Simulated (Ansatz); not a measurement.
Reaction (redistribution): `[CH3][Mg][Br]` + `[OH][Al]([F])[Br]` → `[Br][Mg][Br]` + `[CH3][Al]([OH])[F]`

Computed with Ansatz on PBE0-D4/def2-TZVP structures; ΔE is electronic, products minus reactants. CCSD(T)/CBS adds triple-zeta CCSD(T) − MP2 to the extrapolated MP2 energy (def2 sets, frozen cores). DFT in def2-TZVPP. HSE06 is defined as in plane-wave codes. For Br, Mg outer-core shells are correlated without core-valence functions, which leaves a few kJ/mol of doubt a bond. Scalar relativity is left out up to krypton. Each species was taken in one conformer, which may not be the lowest.

(1) Is it downhill or uphill in electronic energy at CCSD(T)/CBS, and by how much? (Estimate.)

(2) What do these levels give: LDA (SPW92), r2SCAN0-D4, r2SCANh, HSE06, MP2/def2-SVP, HF/def2-TZVPP? (Estimate.)

Largest T1 diagnostic among the species: 0.012.

Results:

(1) Computed: Downhill: ΔE = -15.1 kcal/mol.

(2) Ansatz gave: LDA (SPW92) -15.2, r2SCAN0-D4 -17.2, r2SCANh -16.9, HSE06 -16.4, MP2/def2-SVP -18.2, HF/def2-TZVPP -19.2 kcal/mol.

At CCSD(T), def2-SVP lies −3.2 kcal/mol from the extrapolated value and def2-TZVPP −0.0 kcal/mol. From BLYP to BHLYP (50 % exact exchange), in def2-TZVPP and without D4, ΔE moves by −2.0 kcal/mol. Leaving LDA and LC-ωPBE aside and taking each functional with its dispersion term where it has one, the values, not all of them listed here, spread over 2.2 kcal/mol, from BHLYP-D4 to PBE-D4.
